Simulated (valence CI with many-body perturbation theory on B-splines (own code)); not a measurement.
E1 line list for Ar13+

Level of theory: relativistic CI+MBPT: three valence electrons over a frozen Dirac-Fock core [He], a basis of 11 s, 11 p, 10 d, 8 f, 5 g, 2 h functions for each j, with the one-electron correlation potential Σ1, the two-electron term Σ2, the three-electron term Σ3, Breit, model QED; selected CI, second order for the rest, scaled by the run's own slope (own B-spline code, finite nucleus).

No measured levels were compared; by estimate levels of excited configurations hold to 0.05 to 0.15 % of their energy, terms of the ground configuration to about 0.5 %.

Lines 51 to 100 of 542 in falling wavelength, among levels below 638.13 eV, chosen from the strongest by gf and those to the six lowest levels. Wavelengths and rates use the calculated energies, so an error of 400 cm⁻¹ moves a line at 135.0 nm by 0.54 % and its rate by three times that or more. Electric multipoles are in the length gauge, E1 and E2 with the static RPA response of the core. Weak lines are less certain than strong ones. Lines between different terms over intervals too small for the method are left out, as are lines whose strength nearly cancels. Where a level lies close to another of its J and parity, the split of strength between their lines is uncertain.

Names give the largest LS component (configuration and term), which can be under half, so a name can repeat, a term be missing and a line seem to break the LS rules; names also repeat where a configuration has a term twice. Letters in brackets count levels of one name in rising energy.

```tsv
λ vac (nm)	Upper	Lower	A (s⁻¹)	S (a.u.)
135.0	2p²3p ²D°_5/2 [a]	2p²3s ²P_3/2	8.74e+07	6.38e-01
126.8	2s2p3d ⁴D°_7/2	2s2p3p ⁴P_5/2	1.18e+08	9.54e-01
120.9	2p²3d ⁴F_9/2	2p²3p ⁴D°_7/2	2.36e+08	2.06e+00
117.6	2p²3d ⁴F_7/2	2p²3p ⁴D°_5/2	2.41e+08	1.55e+00
116.8	2p²3d ²G_9/2	2p²3p ²F°_7/2	2.99e+08	2.35e+00
115.1	2p²3d ⁴F_3/2	2p²3p ⁴D°_1/2	1.77e+08	5.34e-01
115.0	2p²3d ⁴F_5/2	2p²3p ⁴D°_3/2	2.32e+08	1.04e+00
114.1	2p²3d ²G_7/2	2p²3p ²F°_5/2	3.14e+08	1.84e+00
113.8	2p²3d ²F_7/2 [b]	2p²3p ²D°_5/2 [b]	2.31e+08	1.34e+00
113.3	2s2p3d ⁴F°_9/2	2s2p3p ⁴D_7/2	2.54e+08	1.82e+00
113.2	2p²3d ²F_7/2 [a]	2p²3p ²D°_5/2 [a]	2.45e+08	1.40e+00
112.7	2p²3d ²F_5/2 [a]	2p²3p ²D°_3/2 [a]	2.20e+08	9.32e-01
112.3	2p²3d ²D_5/2 [c]	2p²3p ²P°_3/2 [c]	3.20e+08	1.34e+00
110.8	2p²3d ⁴D_7/2	2p²3p ⁴P°_5/2	2.32e+08	1.25e+00
110.4	2s2p3d ⁴F°_7/2	2s2p3p ⁴D_5/2	2.51e+08	1.33e+00
109.9	2p²3p ²F°_5/2	2p²3s ²D_3/2	3.69e+08	1.45e+00
108.9	2p²3d ⁴D_5/2	2p²3p ⁴P°_3/2	2.06e+08	7.85e-01
108.8	2s2p3d ²F°_7/2 [b]	2s2p3p ²D_5/2 [b]	2.38e+08	1.21e+00
106.2	2p²3d ²D_3/2 [c]	2p²3p ²P°_1/2 [c]	3.15e+08	7.45e-01
105.4	2s2p3d ⁴F°_5/2	2s2p3p ⁴D_3/2	2.04e+08	7.05e-01
104.6	2s2p3d ²F°_5/2 [b]	2s2p3p ²D_3/2 [b]	1.82e+08	6.15e-01
103.6	2p²3p ⁴D°_7/2	2p²3s ⁴P_5/2	4.48e+08	1.96e+00
102.9	2p²3p ⁴D°_3/2	2p²3s ⁴P_1/2	2.70e+08	5.81e-01
102.9	2p²3p ⁴D°_5/2	2p²3s ⁴P_3/2	3.92e+08	1.26e+00
102.8	2p²3p ²F°_7/2	2p²3s ²D_5/2	5.05e+08	2.17e+00
98.69	2p²3p ⁴P°_5/2	2p²3s ⁴P_5/2	3.61e+08	1.03e+00
95.33	2s2p3d ²D°_5/2 [b]	2s2p3p ²P_3/2 [b]	2.33e+08	5.99e-01
93.72	2s²3d ²D_5/2	2s²3p ²P°_3/2	4.01e+08	9.76e-01
93.28	2s2p3p ²D_5/2 [a]	2s2p3s ²P°_3/2 [a]	4.85e+08	1.17e+00
92.35	2s2p3p ²D_3/2 [a]	2s2p3s ²P°_1/2 [a]	3.62e+08	5.63e-01
91.78	2s2p3p ⁴D_7/2	2s2p3s ⁴P°_5/2	5.64e+08	1.72e+00
90.70	2s2p3p ²D_3/2 [b]	2s2p3s ²P°_3/2 [b]	3.35e+08	4.93e-01
90.57	2s2p3d ⁴P°_5/2	2s2p3p ⁴S_3/2	2.23e+08	4.91e-01
90.47	2s2p3p ⁴D_5/2	2s2p3s ⁴P°_3/2	4.71e+08	1.03e+00
89.95	2s²3d ²D_3/2	2s²3p ²P°_1/2	3.74e+08	5.37e-01
88.26	2s2p3p ²D_5/2 [b]	2s2p3s ²P°_3/2 [b]	4.68e+08	9.54e-01
87.94	2p²3p ²P°_3/2 [c]	2p²3s ²S_1/2	4.44e+08	5.96e-01
86.76	2p²3d ⁴P_5/2	2p²3p ⁴P°_5/2	2.80e+08	5.42e-01
86.47	2s2p3p ²P_3/2 [b]	2s2p3s ²P°_1/2 [b]	3.27e+08	4.17e-01
84.01	2s²3p ²P°_3/2	2s²3s ²S_1/2	6.63e+08	7.77e-01
83.00	2p²3d ²D_3/2 [a]	2p²3p ²P°_1/2 [a]	3.91e+08	4.41e-01
82.33	2s2p3d ²F°_7/2 [a]	2s2p3p ²D_5/2 [a]	6.76e+08	1.49e+00
81.97	2s2p3d ²F°_5/2 [a]	2s2p3p ²D_3/2 [a]	6.28e+08	1.02e+00
80.87	2p²3d ²D_5/2 [a]	2p²3p ²P°_3/2 [a]	4.67e+08	7.32e-01
80.70	2p²3p ²D°_3/2 [b]	2p²3s ²D_3/2	4.56e+08	4.73e-01
78.93	2p²3p ²D°_5/2 [b]	2p²3s ²D_5/2	7.13e+08	1.04e+00
75.67	2s2p3p ⁴S_3/2	2s2p3s ⁴P°_3/2	4.60e+08	3.94e-01
73.86	2s2p3p ⁴P_3/2	2s2p3s ⁴P°_5/2	8.65e+08	6.88e-01
73.71	2s2p3p ²S_1/2 [a]	2s2p3s ²P°_3/2 [a]	8.39e+08	3.32e-01
71.21	2s2p3p ⁴P_5/2	2s2p3s ⁴P°_5/2	9.66e+08	1.03e+00
```
